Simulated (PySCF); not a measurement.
H$_{3}$GeO$_{3}$ (SMILES [OH][Ge]([OH])[OH]), doublet, geometry from GFN2-xTB. Base run: PBE0/def2-SVP run with PySCF.

Geometry (Å):
```xyz
7

O     -0.8903    -1.0465    -0.9816
Ge    -0.1356    -0.0474     0.3104
O     -0.2614     1.6416    -0.2968
O      1.6190    -0.4319     0.2084
H     -1.6628    -0.6519    -1.3821
H      0.4535     2.2122    -0.0206
H      1.8097    -1.3506     0.0283
```
Charge 0, spin multiplicity 2.
Orbitals are unrestricted.
All else is at PySCF's defaults.

The base run was repeated with changes; each row names its change, and settings that it needs were set with it.

| change | basis functions | E (Eh) | HOMO (eV) | dipole (D) |
|---|---|---|---|---|
| base | 89 | -2303.57071 | -6.56 | 0.89 |
| basis = cc-pVDZ-DK; relativity = spin-free X2C; nucleus = Gaussian (with mol.nucmod = 'G') | 84 | -2325.87506 | -6.52 | 0.85 |
| basis = cc-pVTZ-DK; relativity = none | 175 | -2291.15096 | -6.73 | 0.87 |
| basis = jorge-DZP-DKH; relativity = spin-free X2C | 103 | -2325.89986 | -6.82 | 1.32 |
| basis = cc-pVTZ-DK; relativity = spin-free X2C | 175 | -2326.08235 | -6.79 | 0.88 |
| basis = cc-pVTZ-DK; relativity = spin-free X2C; nucleus = Gaussian (with mol.nucmod = 'G') | 175 | -2326.06922 | -6.79 | 0.88 |
| basis = cc-pVDZ-DK; relativity = spin-free X2C | 84 | -2325.88671 | -6.52 | 0.85 |
| basis = jorge-DZP-DKH; relativity = none | 103 | -2298.92772 | -6.78 | 1.30 |
| basis = jorge-DZP-DKH; relativity = spin-free X2C; nucleus = Gaussian (with mol.nucmod = 'G') | 103 | -2325.88794 | -6.82 | 1.32 |
| basis = cc-pVDZ-DK; relativity = none | 84 | -2292.13287 | -6.44 | 0.85 |

Totals shift with the method and basis; they matter in differences.

Open shells are given as the SCF converged; they aren't shown to be the lowest states, and a large step between rows can be another state.

Basis sets contracted for a relativistic Hamiltonian are a mismatch without it, so the rows without relativity aren't non-relativistic limits. No row has spin-orbit coupling; sets with core potentials leave out the core electrons.
